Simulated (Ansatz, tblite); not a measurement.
Removing and adding an electron: `C[Si](C)(C)[Si](C)(C)[Si](C)(C)[Si](C)(C)C`. Charge 0, multiplicity 1. Geometry: PBE-D4/def2-SVP. Ansatz, gas phase; energy differences of separate SCF runs; the oxidised species was run as a doublet alone; the reduced species was run as a doublet alone.

The xTB rows come from tblite. Single mean-field runs in def2-TZVP are fitted with def2-universal-jkfit.

```csv
level,−HOMO (eV),vertical IE (eV),−LUMO (eV),vertical EA (eV),HOMO–LUMO gap (eV),IE − EA (eV),remarks
GFN1-xTB,9.95,11.64,6.55,4.64,3.40,7.00,–
GFN2-xTB,8.67,10.58,5.01,2.94,3.66,7.64,–
PBE-D4/def2-TZVP,5.24,7.31,0.62,–,4.62,–,–
PBE0-D4/def2-TZVP,6.24,7.60,-0.15,-1.24,6.39,8.84,HOMO above zero (-1 doublet)
```

Run but left out: PBE-D4/def2-TZVP (charge -1 doublet: an occupied level 0.01 eV above an empty one).   A HOMO above zero means that the electron is unbound at that level or that self-interaction error raises the level; the energy of removing that electron tells which. Raw xTB energy differences between charge states are shifted by several eV; the methods need an empirical correction for them. Sets without diffuse functions give affinities that are too small. A negative affinity means that the extra electron isn't bound; its size then hangs on the basis.
